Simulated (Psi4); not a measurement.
Noncovalent pair: CO2 (SMILES O=C=O) (first 3 atoms) with H2Se (SMILES [SeH2]); geometry from B3LYP-D3(BJ)/def2-TZVP.
(charge 0, multiplicity 1):
```xyz
6

O      0.76180     0.75363    -0.39754
C     -0.14044     0.02530    -0.41793
O     -1.04048    -0.70477    -0.46225
Se    -0.27782     0.02855     3.11045
H     -0.57846    -1.41059     3.11995
H      1.16691    -0.23415     3.18441
```

The numbers are results of Psi4 1.11 with SAPT0/aug-cc-pVDZ, not measurements.

### Question
Which attractive term is largest, and how does the interaction split up?

### Answer
electrostatics -2.97, exchange 3.44, induction -0.38, dispersion -1.88, total -1.79 kcal/mol; the largest attraction is electrostatics.
